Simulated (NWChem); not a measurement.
System: SiNH₃O, singlet; SMILES [Si](N)O

Here is an NWChem input.

```
start job
memory heap 200 mb stack 900 mb global 1100 mb
geometry units angstroms
  Si    -0.659099     0.060271     0.000000
  O      0.410278     1.349046     0.000000
  H      1.363083     1.202177     0.000000
  N      0.414803    -1.294355     0.000000
  H      1.432265    -1.294079     0.000000
  H      0.048031    -2.241187     0.000000
end
basis spherical
  * library def2-svp
end
dft
  xc xpbe96 cpbe96
  iterations 150
end
driver
  maxiter 120
end
task dft optimize
task dft freq
```

NWChem printed, in part:

```
             Northwest Computational Chemistry Package (NWChem) 7.3.0
             --------------------------------------------------------

 CS  symmetry detected

                             Geometry "geometry" -> ""
                             -------------------------

 Output coordinates in angstroms (scale by  1.889725989 to convert to a.u.)

  No.       Tag          Charge          X              Y              Z
 ---- ---------------- ---------- -------------- -------------- --------------
    1 Si                  14.0000    -0.65296531     0.05195544     0.00000000
    2 O                    8.0000     0.41496088     1.34193289     0.00000000
    3 H                    1.0000     1.36793053     1.19613608     0.00000000
    4 N                    7.0000     0.42246024    -1.30146135     0.00000000
    5 H                    1.0000     1.43992128    -1.30004049     0.00000000
    6 H                    1.0000     0.05675385    -2.24870544     0.00000000

 Effective nuclear repulsion energy (a.u.)     102.2467594188

      Symmetry information
      --------------------

 Group name             Cs
 Group number              2
 Group order               2
 No. of unique centers     6

                                Z-matrix (autoz)
                                --------

 Units are Angstrom for bonds and degrees for angles

      Type          Name      I     J     K     L     M      Value
      ----------- --------  ----- ----- ----- ----- ----- ----------
    1 Stretch                  1     2                       1.67467
    2 Stretch                  1     4                       1.72866
    3 Stretch                  2     3                       0.96406
    4 Stretch                  4     5                       1.01746
    5 Stretch                  4     6                       1.01539
    6 Bend                     1     2     3               120.92179
    7 Bend                     1     4     5               128.39066
    8 Bend                     1     4     6               120.41905
    9 Bend                     2     1     4               101.90919
   10 Bend                     5     4     6               111.19029
   11 Torsion                  2     1     4     5           0.00000
   12 Torsion                  2     1     4     6         180.00000
   13 Torsion                  3     2     1     4           0.00000

  pbe96 is a nonlocal functional; adding pw91lda local functional.

                           NWChem Geometry Optimization
                           ----------------------------

 maximum gradient threshold         (gmax) =   0.000450
 rms gradient threshold             (grms) =   0.000300
 maximum cartesian step threshold   (xmax) =   0.001800
 rms cartesian step threshold       (xrms) =   0.001200
 fixed trust radius                (trust) =   0.300000
 source of zmatrix                         =   autoz

          -------------------
          Energy Minimization
          -------------------

 Using diagonal initial Hessian
 Scaling for Hessian diagonals: bonds = 1.00  angles = 0.25  torsions = 0.10

          --------
          Step   0

                                 NWChem DFT Module
                                 -----------------

 Summary of "ao basis" -> "ao basis" (spherical)
 ------------------------------------------------------------------------------
       Tag                 Description            Shells   Functions and Types
 ---------------- ------------------------------  ------  ---------------------
 Si                         def2-svp                 8       18   4s3p1d
 O                          def2-svp                 6       14   3s2p1d
 H                          def2-svp                 3        5   2s1p
 N                          def2-svp                 6       14   3s2p1d

      Symmetry analysis of basis
      --------------------------

        a'         45
        a"         16

[...]

      ----------------------
      Optimization converged
      ----------------------

  Step       Energy      Delta E   Gmax     Grms     Xrms     Xmax
  ---- ---------------- -------- -------- -------- -------- --------
@    6    -420.82449807 -3.0D-08  0.00005  0.00002  0.00006  0.00014
                                     ok       ok       ok       ok

                                Z-matrix (autoz)
                                --------

 Units are Angstrom for bonds and degrees for angles

      Type          Name      I     J     K     L     M      Value     Gradient
      ----------- --------  ----- ----- ----- ----- ----- ---------- ----------
    1 Stretch                  1     2                       1.69342   -0.00005
    2 Stretch                  1     4                       1.74599    0.00005
    3 Stretch                  2     3                       0.97639   -0.00001
    4 Stretch                  4     5                       1.02717    0.00001
    5 Stretch                  4     6                       1.02460    0.00001
    6 Bend                     1     2     3               119.48275   -0.00000
    7 Bend                     1     4     5               128.68769   -0.00001
    8 Bend                     1     4     6               120.38929    0.00001
    9 Bend                     2     1     4               102.19499    0.00000
   10 Bend                     5     4     6               110.92302    0.00001
   11 Torsion                  2     1     4     5           0.00000    0.00000
   12 Torsion                  2     1     4     6         180.00000    0.00000
   13 Torsion                  3     2     1     4           0.00000    0.00000

                         Geometry "geometry" -> "geometry"
                         ---------------------------------

 Output coordinates in angstroms (scale by  1.889725989 to convert to a.u.)

  No.       Tag          Charge          X              Y              Z
 ---- ---------------- ---------- -------------- -------------- --------------
    1 Si                  14.0000    -0.66264353     0.05798481     0.00000000
    2 O                    8.0000     0.41074408     1.36775546     0.00000000
    3 H                    1.0000     1.37273229     1.20068039     0.00000000
    4 N                    7.0000     0.42353500    -1.30901734     0.00000000
    5 H                    1.0000     1.45069819    -1.31292730     0.00000000
    6 H                    1.0000     0.05399543    -2.26465888     0.00000000

 Effective nuclear repulsion energy (a.u.)     101.1706814877

      Symmetry information
      --------------------

 Group name             Cs
 Group number              2
 Group order               2
 No. of unique centers     6

                Final and change from initial internal coordinates
                --------------------------------------------------

                                Z-matrix (autoz)
                                --------

[...]

 Rotational Constants
 --------------------
 A=   0.789355 cm-1  (  1.135680 K)
 B=   0.270832 cm-1  (  0.389658 K)
 C=   0.201646 cm-1  (  0.290117 K)

 Temperature                      =   298.15K
 frequency scaling parameter      =   1.0000

 Zero-Point correction to Energy  =   24.014 kcal/mol  (  0.038269 au)
 Thermal correction to Energy     =   26.826 kcal/mol  (  0.042750 au)
 Thermal correction to Enthalpy   =   27.418 kcal/mol  (  0.043694 au)

 Total Entropy                    =   66.414 cal/mol-K
   - Translational                =   38.227 cal/mol-K (mol. weight =  60.9984)
   - Rotational                   =   23.131 cal/mol-K (symmetry #  =        1)
   - Vibrational                  =    5.055 cal/mol-K

 Cv (constant volume heat capacity) =   14.801 cal/mol-K
   - Translational                  =    2.979 cal/mol-K
   - Rotational                     =    2.979 cal/mol-K
   - Vibrational                    =    8.842 cal/mol-K

[normal modes left out]

 ----------------------------------------------------------------------------
 Normal Eigenvalue ||           Projected Infra Red Intensities
  Mode   [cm**-1]  || [atomic units] [(debye/angs)**2] [(KM/mol)] [arbitrary]
 ------ ---------- || -------------- ----------------- ---------- -----------
    1       -0.000 ||    0.003652           0.084         3.560       0.881
    2       -0.000 ||    0.001353           0.031         1.319       0.326
    3       -0.000 ||    0.000768           0.018         0.749       0.185
    4       -0.000 ||    0.000141           0.003         0.137       0.034
    5       -0.000 ||    0.009121           0.210         8.892       2.199
    6        0.000 ||    0.007577           0.175         7.387       1.827
    7      294.624 ||    0.009897           0.228         9.648       2.386
    8      367.970 ||    0.020258           0.467        19.749       4.884
    9      445.456 ||    0.279404           6.446       272.377      67.365
   10      488.169 ||    0.024814           0.572        24.190       5.983
   11      644.816 ||    0.055076           1.271        53.691      13.279
   12      730.236 ||    0.061733           1.424        60.180      14.884
   13      812.967 ||    0.143824           3.318       140.207      34.676
   14      860.385 ||    0.045560           1.051        44.414      10.985
   15     1480.659 ||    0.045087           1.040        43.953      10.871
   16     3436.770 ||    0.004577           0.106         4.462       1.103
   17     3555.509 ||    0.025028           0.577        24.398       6.034
   18     3688.678 ||    0.008706           0.201         8.487       2.099
 ----------------------------------------------------------------------------
```

Level: PBE/def2-SVP. Low-valent species are run as closed-shell singlets; no triplet was tried in these runs.
